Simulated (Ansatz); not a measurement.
The same path of C2H9AlOSi (14 atoms, charge 0, multiplicity 1) was run 3 times with different band settings. The coordinate that changes most is the dihedral H12–C4–O5–H14.

The calculation used RKS CAM-B3LYP-D4/STO-3G in Ansatz.

Relaxed end points:

```xyz
14
Properties=species:S:1:pos:R:3
C -1.612 0.968 0.734
Al -0.039 0.042 0.190
Si 1.558 -0.597 1.702
C 0.214 -0.356 -1.680
O -0.940 0.132 -2.447
H -2.190 0.394 1.465
H -1.372 1.924 1.212
H -2.273 1.183 -0.110
H 2.680 -1.281 1.112
H 1.039 -1.488 2.710
H 2.113 0.523 2.420
H 0.354 -1.448 -1.827
H 1.156 0.103 -2.047
H -0.700 -0.127 -3.407
```

```xyz
14
Properties=species:S:1:pos:R:3
C -1.602 0.890 0.595
Al 0.029 0.020 0.123
Si 1.583 -0.538 1.709
C 0.311 -0.422 -1.738
O -0.444 0.374 -2.728
H -2.223 0.254 1.234
H -1.422 1.810 1.160
H -2.209 1.162 -0.273
H 2.749 -1.189 1.170
H 1.051 -1.435 2.703
H 2.067 0.610 2.434
H 0.137 -1.507 -1.908
H 1.371 -0.265 -2.009
H -1.412 0.206 -2.442
```

Common settings: spring 5.0 eV/Å²; start path through a guess of the saddle point; force threshold 0.03 eV/Å; iteration limit 60; end points relaxed.

| run | movable images | climbing image | optimiser | largest step |
| --- | --- | --- | --- | --- |
| 1 | 5 | yes | quadratic models (default) | default |
| 2 | 6 | no | quadratic models (default) | default |
| 3 | 5 | yes | fire | 0.02 Å |

Question: What does each run give, and how far can it be trusted?

Answer: Run 1: converged after 7 iterations, highest image 0.133 eV above the first end. A vibrational analysis at the climbing image gives one clearly imaginary mode, 360i cm⁻¹: a first-order saddle point.
Run 2: converged after 9 iterations, highest image 0.130 eV above the first end. No image climbed, so the highest image needn't sit at the top of the path.
Run 3: converged after 47 iterations, highest image 0.133 eV above the first end. Another band between the same ends (5 images) ends at a top of the same energy, where a vibrational analysis finds 1 clearly imaginary mode.
Limits of this set-up: minimal basis.
